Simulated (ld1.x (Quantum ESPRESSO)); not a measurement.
**Pseudopotential generation for Ce (Z = 58): RRKJ, LDA (PZ), scalar-relativistic.**

Input for ld1.x (Quantum ESPRESSO) 7.5:

```
&input
   title='Ce', zed=58., rel=1, dft='PZ', iswitch=3,
   config='[Xe] 4f1 5d1 6s2 6p0',
   nld=4, rlderiv=4.55, eminld=-2.0, emaxld=5.0, deld=0.02
 /
 &inputp
   pseudotype=2, tm=.false., rho0=0.02, lloc=0,
   nlcc=.true., rcore=1.35,
   file_pseudopw='Ce.UPF', file_wfcaegen='ae.wfc', file_wfcncgen='nc.wfc', file_beta='beta', file_chi='chi'
 /
4
6P  2  1   0.00   0.00  4.20  4.20  0.0
5D  3  2   1.00   0.00  2.10  2.10  0.0
4F  4  3   1.00   0.00  1.50  1.50  0.0
6S  1  0   2.00   0.00  3.75  3.75  0.0
 &test
   configts(1)='4f1 5d1 6s2 6p0'
 /
```

Command:

```bash
ld1.x < Ce.in > Ce.out
```

Resulting log (shortened: banner, matrices, multipoles, cross overlaps and the repeated all-electron block are left out):

```
Program LD1 v.7.5
     --------------------------- All-electron run ----------------------------

     Ce
     scalar relativistic calculation

     atomic number is 58.00
     dft =PZ   lsd =0 sic =0 latt =0  beta=0.20 tr2=1.0E-14
     Exchange-correlation= PZ
                           (   1   1   0   0   0   0   0)
     mesh =1255 r(mesh) = 100.94310 a.u. xmin = -7.00 dx = 0.01250
     1 Ry =  13.60569312 eV, c = 137.03599908

     n l     nl                  e(Ry)          e(Ha)          e(eV)
     1 0     1S 1( 2.00)     -2956.8433     -1478.4216    -40229.9022
     2 0     2S 1( 2.00)      -473.5142      -236.7571     -6442.4895
     2 1     2P 1( 6.00)      -424.2900      -212.1450     -5772.7598
     3 0     3S 1( 2.00)      -101.9295       -50.9647     -1386.8211
     3 1     3P 1( 6.00)       -86.2732       -43.1366     -1173.8062
     4 0     4S 1( 2.00)       -20.5960       -10.2980      -280.2223
     4 1     4P 1( 6.00)       -15.4807        -7.7404      -210.6263
     3 2     3D 1(10.00)       -63.9749       -31.9874      -870.4224
     5 0     5S 1( 2.00)        -2.9931        -1.4965       -40.7227
     5 1     5P 1( 6.00)        -1.7124        -0.8562       -23.2990
     4 2     4D 1(10.00)        -8.1169        -4.0585      -110.4361
     4 3     4F 1( 1.00)        -0.4123        -0.2061        -5.6096
     5 2     5D 1( 1.00)        -0.2340        -0.1170        -3.1835
     6 0     6S 1( 2.00)        -0.2856        -0.1428        -3.8859
     6 1     6P 1( 0.00)        -0.1037        -0.0519        -1.4116

     final scf error:  9.7E-15 reached in  29 iterations

     Etot =  -17707.775999 Ry,   -8853.887999 Ha, -240926.566130 eV

     Ekin =   18764.819858 Ry,    9382.409929 Ha,  255308.380501 eV
     Encl =  -42907.120808 Ry,  -21453.560404 Ha, -583781.118502 eV
     Eh   =    6839.715353 Ry,    3419.857677 Ha,   93059.068145 eV
     Exc  =    -405.190403 Ry,    -202.595201 Ha,   -5512.896274 eV

     normalization and overlap integrals

     s(1S/1S) =  1.000000  <r> =   0.0246  <r2> =    0.0008  r(max) =   0.0158
     s(2S/2S) =  1.000000  <r> =   0.1053  <r2> =    0.0131  r(max) =   0.0887
     s(2P/2P) =  1.000000  <r> =   0.0924  <r2> =    0.0104  r(max) =   0.0717
     s(3S/3S) =  1.000000  <r> =   0.2790  <r2> =    0.0889  r(max) =   0.2534
     s(3P/3P) =  1.000000  <r> =   0.2770  <r2> =    0.0889  r(max) =   0.2502
     s(4S/4S) =  1.000000  <r> =   0.6377  <r2> =    0.4589  r(max) =   0.5928
     s(4P/4P) =  1.000000  <r> =   0.6752  <r2> =    0.5185  r(max) =   0.6154
     s(3D/3D) =  1.000000  <r> =   0.2537  <r2> =    0.0759  r(max) =   0.2049
     s(5S/5S) =  1.000000  <r> =   1.5148  <r2> =    2.5796  r(max) =   1.3697
     s(5P/5P) =  1.000000  <r> =   1.7601  <r2> =    3.5154  r(max) =   1.5327
     s(4D/4D) =  1.000000  <r> =   0.7448  <r2> =    0.6434  r(max) =   0.6551
     s(4F/4F) =  1.000000  <r> =   1.1023  <r2> =    1.6174  r(max) =   0.7061
     s(5D/5D) =  1.000000  <r> =   2.9467  <r2> =   10.4843  r(max) =   2.1751
     s(6S/6S) =  1.000000  <r> =   4.2993  <r2> =   20.9289  r(max) =   3.6769
     s(6P/6P) =  1.000000  <r> =   5.8231  <r2> =   38.7733  r(max) =   4.9016

     ------------------------ End of All-electron run ------------------------

     --------------------- Generating NC pseudopotential ---------------------

      Generating local pot.: lloc=0, matching radius rcloc =   3.7500

      Computing core charge for nlcc:

       r > 1.35 : true rho core
       r < 1.35 : rho core = a sin(br)/r    a=   7.77  b=   1.67

      Integrated core pseudo-charge :  12.34

      Wfc   6P  rcut= 4.219  Estimated cut-off energy=        9.62 Ry
      This function has    0 nodes for 0 < r <    4.219

      Wfc   5D  rcut= 2.095  Estimated cut-off energy=       52.18 Ry
      This function has    0 nodes for 0 < r <    2.095

      Wfc   4F  rcut= 1.514  Estimated cut-off energy=      129.45 Ry
      This function has    0 nodes for 0 < r <    1.514

     ------------------- End of pseudopotential generation -------------------

     Computing logarithmic derivative in   4.57601
     Message from routine compute phi:
     negative determinant

      ld=  -0.183719 f2ae  0.073478 faenor  0.586307
     Computing logarithmic derivative in   4.57601
     Computing the partial wave expansion
       no projector for channel:   0
     R is outside the sphere for l=    1 j= 0.00
     R is outside the sphere for l=    2 j= 0.00
     R is outside the sphere for l=    3 j= 0.00

     ---------------------- Testing the pseudopotential ----------------------

     Ce
     scalar relativistic calculation

     atomic number is 58.00   valence charge is  4.00
     dft =PZ   lsd =0 sic =0 latt =0  beta=0.20 tr2=1.0E-14
     mesh =1255 r(mesh) = 100.94310 xmin = -7.00 dx = 0.01250

     n l     nl             e AE (Ry)        e PS (Ry)    De AE-PS (Ry)
     4 3     4F   1( 1.00)       -0.41230       -0.41230        0.00000
     3 2     5D   1( 1.00)       -0.23398       -0.23398        0.00000
     1 0     6S   1( 2.00)       -0.28561       -0.28561        0.00000
     2 1     6P   1( 0.00)       -0.10375       -0.10375        0.00000

     eps = 1.3E-16  iter =  3

     Etot =  -17707.775999 Ry,   -8853.887999 Ha, -240926.566130 eV
     Etotps =   -19.383018 Ry,      -9.691509 Ha,    -263.719393 eV

     Ekin =      18.775232 Ry,       9.387616 Ha,     255.450038 eV
     Encl =      -6.019766 Ry,      -3.009883 Ha,     -81.903083 eV
     Ehrt =       4.710015 Ry,       2.355007 Ha,      64.083012 eV
     Ecxc =     -16.767640 Ry,      -8.383820 Ha,    -228.135362 eV
     (Ecc =     -13.656728 Ry,      -6.828364 Ha,    -185.809256 eV)
     Epseu=     -20.080859 Ry,     -10.040429 Ha,    -273.213998 eV

     ---------------------- End of pseudopotential test ----------------------
```

Generation and configuration tests took about 6.1 s on one core of a shared server CPU.

Transferability test of the new file with ld1.x, input:

```
&input
   title='Ce', zed=58., rel=1, dft='PZ', iswitch=2,
   config='[Xe] 4f1 5d1 6s2 6p0'
 /
 &test
   file_pseudo='Ce.UPF', nconf=10,
   configts(1)='4f1 5d1 6s2 6p0',
   configts(2)='4f1 5d1 6s1 6p0',
   configts(3)='4f1 5d1 6s0 6p0',
   configts(4)='4f1 5d0 6s0 6p0',
   configts(5)='4f0 5d2 6s1 6p0',
   configts(6)='4f1 5d1 6s1 6p1',
   configts(7)='4f1 5d2 6s1 6p0',
   configts(8)='4f1 5d1 6s0 6p2',
   configts(9)='4f1 5d1 6s2 6p0', lsdts(9)=1,
   configts(10)='4f1 5d1 6s1 6p0', lsdts(10)=1
 /
```

```bash
ld1.x < Ce.test.in > Ce.test.out
```

Pseudopotential blocks of its output, shortened (energy terms left out; the distinct warnings before each block abridged to one line each):

```
     Warning: n=4, l=3 expected 0 nodes, found 1
     ---------------------- Testing the pseudopotential ----------------------

     n l     nl             e AE (Ry)        e PS (Ry)    De AE-PS (Ry)
     4 3     4F   1( 1.00)       -0.41230       -0.41230       -0.00000
     3 2     5D   1( 1.00)       -0.23398       -0.23398        0.00000
     1 0     6S   1( 2.00)       -0.28561       -0.28561        0.00000
     2 1     6P   1( 0.00)       -0.10375       -0.10375        0.00000

     eps = 2.8E-15  iter = 12

     Etot =  -17707.775999 Ry,   -8853.887999 Ha, -240926.566130 eV
     Etotps =   -19.383018 Ry,      -9.691509 Ha,    -263.719389 eV

     ---------------------- End of pseudopotential test ----------------------

          ---------------------- Testing the pseudopotential ----------------------

     n l     nl             e AE (Ry)        e PS (Ry)    De AE-PS (Ry)
     4 3     4F   1( 1.00)       -0.85206       -0.84879       -0.00327
     3 2     5D   1( 1.00)       -0.64338       -0.64418        0.00079
     1 0     6S   1( 1.00)       -0.64334       -0.64428        0.00094
     2 1     6P   1( 0.00)       -0.41272       -0.41298        0.00026

     eps = 5.0E-15  iter = 10

     Etot =  -17707.315127 Ry,   -8853.657563 Ha, -240920.295646 eV
     Etotps =   -18.921758 Ry,      -9.460879 Ha,    -257.443631 eV
     dEtot_ae =       0.460872 Ry
     dEtot_ps =       0.461260 Ry,   Delta E=      -0.000388 Ry

     ---------------------- End of pseudopotential test ----------------------

          ---------------------- Testing the pseudopotential ----------------------

     n l     nl             e AE (Ry)        e PS (Ry)    De AE-PS (Ry)
     4 3     4F   1( 1.00)       -1.36104       -1.36254        0.00149
     3 2     5D   1( 1.00)       -1.10481       -1.11215        0.00733  !
     1 0     6S   1( 0.00)       -1.02373       -1.03132        0.00759  !
     2 1     6P   1( 0.00)       -0.74112       -0.74669        0.00557  !

     eps = 6.5E-15  iter =  8

     Etot =  -17706.481184 Ry,   -8853.240592 Ha, -240908.949274 eV
     Etotps =   -18.084442 Ry,      -9.042221 Ha,    -246.051362 eV
     dEtot_ae =       1.294815 Ry
     dEtot_ps =       1.298576 Ry,   Delta E=      -0.003761 Ry

     ---------------------- End of pseudopotential test ----------------------

          ---------------------- Testing the pseudopotential ----------------------

     n l     nl             e AE (Ry)        e PS (Ry)    De AE-PS (Ry)
     4 3     4F   1( 1.00)       -2.13017       -2.20740        0.07723  !
     3 2     5D   1( 0.00)       -1.74963       -1.78928        0.03965  !
     1 0     6S   1( 0.00)       -1.52086       -1.55532        0.03446  !
     2 1     6P   1( 0.00)       -1.17319       -1.20012        0.02692  !

     eps = 1.1E-19  iter =  7

     Etot =  -17705.059867 Ry,   -8852.529934 Ha, -240889.611280 eV
     Etotps =   -16.640644 Ry,      -8.320322 Ha,    -226.407494 eV
     dEtot_ae =       2.716131 Ry
     dEtot_ps =       2.742374 Ry,   Delta E=      -0.026242 Ry

     ---------------------- End of pseudopotential test ----------------------

          ---------------------- Testing the pseudopotential ----------------------

     n l     nl             e AE (Ry)        e PS (Ry)    De AE-PS (Ry)
     4 3     4F   1( 0.00)       -1.31198       -1.44095        0.12897  !
     3 2     5D   1( 2.00)       -0.73565       -0.76963        0.03398  !
     1 0     6S   1( 1.00)       -0.67792       -0.67470       -0.00322
     2 1     6P   1( 0.00)       -0.43191       -0.42144       -0.01046  !

     eps = 1.8E-15  iter = 14

     Etot =  -17706.924760 Ry,   -8853.462380 Ha, -240914.984430 eV
     Etotps =   -18.484538 Ry,      -9.242269 Ha,    -251.494952 eV
     dEtot_ae =       0.851239 Ry
     dEtot_ps =       0.898480 Ry,   Delta E=      -0.047240 Ry

     ---------------------- End of pseudopotential test ----------------------

          ---------------------- Testing the pseudopotential ----------------------

     n l     nl             e AE (Ry)        e PS (Ry)    De AE-PS (Ry)
     4 3     4F   1( 1.00)       -0.49586       -0.50148        0.00562  !
     3 2     5D   1( 1.00)       -0.30127       -0.30400        0.00273
     1 0     6S   1( 1.00)       -0.33354       -0.33423        0.00068
     2 1     6P   1( 1.00)       -0.14240       -0.14209       -0.00031

     eps = 4.7E-16  iter = 14

     Etot =  -17707.589798 Ry,   -8853.794899 Ha, -240924.032733 eV
     Etotps =   -19.196338 Ry,      -9.598169 Ha,    -261.179489 eV
     dEtot_ae =       0.186201 Ry
     dEtot_ps =       0.186679 Ry,   Delta E=      -0.000478 Ry

     ---------------------- End of pseudopotential test ----------------------

          ---------------------- Testing the pseudopotential ----------------------

     n l     nl             e AE (Ry)        e PS (Ry)    De AE-PS (Ry)
     4 3     4F   1( 1.00)       -0.29774       -0.26192       -0.03582  !
     3 2     5D   1( 2.00)       -0.16552       -0.16050       -0.00502  !
     1 0     6S   1( 1.00)       -0.24821       -0.25003        0.00182
     2 1     6P   1( 0.00)       -0.08382       -0.08652        0.00270

     eps = 1.9E-15  iter = 12

     Etot =  -17707.708127 Ry,   -8853.854063 Ha, -240925.642684 eV
     Etotps =   -19.311192 Ry,      -9.655596 Ha,    -262.742151 eV
     dEtot_ae =       0.067872 Ry
     dEtot_ps =       0.071826 Ry,   Delta E=      -0.003954 Ry

     ---------------------- End of pseudopotential test ----------------------

          ---------------------- Testing the pseudopotential ----------------------

     n l     nl             e AE (Ry)        e PS (Ry)    De AE-PS (Ry)
     4 3     4F   1( 1.00)       -0.57314       -0.58731        0.01417  !
     3 2     5D   1( 1.00)       -0.36206       -0.36901        0.00696  !
     1 0     6S   1( 0.00)       -0.37470       -0.37678        0.00209
     2 1     6P   1( 2.00)       -0.17357       -0.17319       -0.00037

     eps = 5.4E-15  iter = 12

     Etot =  -17707.393614 Ry,   -8853.696807 Ha, -240921.363522 eV
     Etotps =   -18.998465 Ry,      -9.499233 Ha,    -258.487286 eV
     dEtot_ae =       0.382385 Ry
     dEtot_ps =       0.384552 Ry,   Delta E=      -0.002168 Ry

     ---------------------- End of pseudopotential test ----------------------

          ---------------------- Testing the pseudopotential ----------------------

     n l     nl             e AE (Ry)        e PS (Ry)    De AE-PS (Ry)
     4 3     4F   1( 1.00)       -0.43477       -0.45761        0.02285  !
     3 2     5D   1( 1.00)       -0.25037       -0.25054        0.00017
     1 0     6S   1( 1.00)       -0.29536       -0.29526       -0.00010
     2 1     6P   1( 0.00)       -0.10852       -0.10846       -0.00005
     4 3     4F   2( 0.00)       -0.38040       -0.34844       -0.03196  !
     3 2     5D   2( 0.00)       -0.21206       -0.21071       -0.00135
     1 0     6S   2( 1.00)       -0.27289       -0.27284       -0.00005
     2 1     6P   2( 0.00)       -0.09766       -0.09777        0.00011

     eps = 1.5E-15  iter = 12

     Etot =  -17707.799160 Ry,   -8853.899580 Ha, -240926.881256 eV
     Etotps =   -19.420241 Ry,      -9.710121 Ha,    -264.225842 eV
     dEtot_ae =      -0.023161 Ry
     dEtot_ps =      -0.037224 Ry,   Delta E=       0.014062 Ry

     ---------------------- End of pseudopotential test ----------------------

          ---------------------- Testing the pseudopotential ----------------------

     n l     nl             e AE (Ry)        e PS (Ry)    De AE-PS (Ry)
     4 3     4F   1( 1.00)       -0.87514       -0.89597        0.02083  !
     3 2     5D   1( 1.00)       -0.67047       -0.67236        0.00189
     1 0     6S   1( 1.00)       -0.67047       -0.67126        0.00078
     2 1     6P   1( 0.00)       -0.43278       -0.43327        0.00049
     4 3     4F   2( 0.00)       -0.81567       -0.78233       -0.03334  !
     3 2     5D   2( 0.00)       -0.59700       -0.59619       -0.00081
     1 0     6S   2( 0.00)       -0.58908       -0.59082        0.00174
     2 1     6P   2( 0.00)       -0.36677       -0.36743        0.00065

     eps = 2.7E-15  iter = 10

     Etot =  -17707.365387 Ry,   -8853.682694 Ha, -240920.979477 eV
     Etotps =   -18.986189 Ry,      -9.493094 Ha,    -258.320256 eV
     dEtot_ae =       0.410611 Ry
     dEtot_ps =       0.396829 Ry,   Delta E=       0.013783 Ry

     ---------------------- End of pseudopotential test ----------------------
```
